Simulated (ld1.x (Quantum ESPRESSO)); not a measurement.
oxygen: one change to a TM potential, before and after

ld1.x (Quantum ESPRESSO) 7.5 input, shortened:

```
&input
   title='O', zed=8., rel=0, dft='PZ', iswitch=3,
   config='[He] 2s2 2p3.5 3d-2'
 /
 &inputp
   pseudotype=2, tm=.true., lloc=0,
   nlcc=.true., new_core_ps=.true.
 /
3
2P  2  1   3.50   0.00  1.25  1.25  0.0
3D  3  2  -2.00  -0.15  1.10  1.10  0.0
2S  1  0   2.00   0.00  0.90  0.90  0.0
 &test
   configts(1)='2s2 2p3.5'
 /
```

All-electron outer shells of the reference configuration (LDA (PZ), non-relativistic, ld1.x):

```
shell  level (eV)  outermost node (bohr)  outermost maximum (bohr)
   2s      -31.11                   0.28                      0.87
   2p      -16.44                      –                      0.80
```

Change: all radii but the core radius scaled by about 0.82 (s 0.74, p 1.02, d 0.90 bohr).

Cutoffs: the cutoffs (Ry, on a coarse ladder) from which the occupation-weighted sum of valence levels, in a spherical-Bessel basis at the reference potential, stays within 10 and 1 mRy of its value at 400 Ry; they do not see the model core or the augmentation charge, which bear on the density cutoff. Errors are all-electron minus pseudo energies relative to the spin-unpolarised reference configuration.

Q: What does the change do?

A: The potential gets harder (90 Ry and 180 Ry → 120 Ry and 200 Ry); of the 9 tests that both files solve, the error grows in 1 and shrinks in 8 by more than 15 % and 0.3 meV (median size 30.2 → 15.2 meV); neither file shows a bound ghost. A smaller radius makes the pseudo-wave follow the all-electron one further in, where it bends more sharply, so more plane waves are needed.

```csv
quantity,base,changed
"cutoff, loose",90 Ry,120 Ry
"cutoff, tight",180 Ry,200 Ry
loose cutoff by channel (10 mRy a level),"p 70 Ry, s 60 Ry","p 90 Ry, s 70 Ry"
bound ghosts,none,none
"error for 2s2 2p4, meV [ΔE -6.37 eV]",+0.8,0.0
"error for 2s2 2p3, meV [ΔE 10.22 eV]",+2.7,+0.5
"error for 2s2 2p2, meV [ΔE 43.94 eV]",+56,+15
"error for 2s0 2p6, meV [ΔE 22.75 eV]",+87,+45
"error for 2s1 2p4, meV [ΔE 25.00 eV]",+5.4,+8.1
"error for 2s2 2p4.3, meV [ΔE -8.55 eV]",+1.3,-0.1
"error for 2s2 2p0, meV [ΔE 174.86 eV]",+1011,+372
"error for 2s2 2p3.5 (spin-polarised), meV [ΔE -2.47 eV]",+52,+37
"error for 2s2 2p4 (spin-polarised), meV [ΔE -7.78 eV]",+30,+21
```
